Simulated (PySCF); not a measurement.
A structure optimised at PBE-D3(BJ)/def2-SVP, used in a PySCF frequency run:

```xyz
12

F     -2.1831    -0.5135     0.7159
Si    -1.1090    -0.0259    -0.4197
N     -0.0994     1.2551     0.1649
Si     1.5767     0.7651     0.3746
C      1.3241    -1.0750    -0.1620
O      0.0155    -1.2210    -0.7350
H     -1.9322     0.2560    -1.6267
H     -0.4544     2.1765     0.4275
H      2.0701     0.8943     1.7926
H      2.5320     1.5270    -0.5092
H      2.0778    -1.3953    -0.9127
H      1.4345    -1.7544     0.7136
```
Charge 0, spin multiplicity 1.

Problem. Write its SMILES and formula.

Solution. F[Si@H]1N[SiH2]CO1, CH₆FNOSi₂

Problem. What are its rotational constants (standard atomic weights)?

Solution. 4.1634, 1.8503, 1.4909 GHz
